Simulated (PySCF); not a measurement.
## [Bi2]+ at several levels of theory

Computed with PySCF 2.14.0 (density fitting, no spin-orbit coupling) at the geometry relaxed with B3LYP:

```xyz
2
[Bi2]+ (doublet)
Bi    0.0000    0.0000    1.3836
Bi    0.0000    0.0000   -1.3836
```

```
level                    basis    state  HOMO (eV)  gap (eV)  charge on Bi1 (e)  dipole about the centre of mass (D)  largest force component (eV/Å)
B3LYP   Bi def2-SVP with ECP60  doublet     -11.20      1.16               0.50                                 0.00                            0.01
B3LYP  Bi def2-TZVP with ECP60  doublet     -11.18      1.21               0.50                                 0.00                            0.25
B3LYP            Bi x2c-SVPall  doublet     -11.22      1.17               0.50                                 0.00                            0.57
```

HOMO and gap are taken over both spins. Charges are Mulliken's, which hang on the basis. The relaxation used the grid (50, 194), these runs (75, 302) or, all-electron (x2c bases, spin-free X2C Hamiltonian), (99, 590).

(1) Order these levels, in the first row's basis, by the HOMO–LUMO gap they give here, smallest first.
A. TPSSh
B. PBE0
C. HF
D. PBE

(2) And their other results?

Open shells may have lower solutions than the one found.

A gap near or under zero over both spins lies within a partly filled shell and is no excitation energy.

## Answers

(1) D (0.02 eV), A (0.74 eV), B (1.59 eV), C (6.15 eV).

(2) 
```tsv
level	state	HOMO (eV)	gap (eV)	charge on Bi1 (e)	dipole about the centre of mass (D)	largest force component (eV/Å)
PBE0	doublet	-11.32	1.59	0.50	0.00	0.42
HF	doublet	-12.59	6.15	0.50	0.00	1.06
PBE	doublet	-10.59	0.02	0.50	0.00	0.16
TPSSh	doublet	-10.90	0.74	0.50	0.00	0.19
```
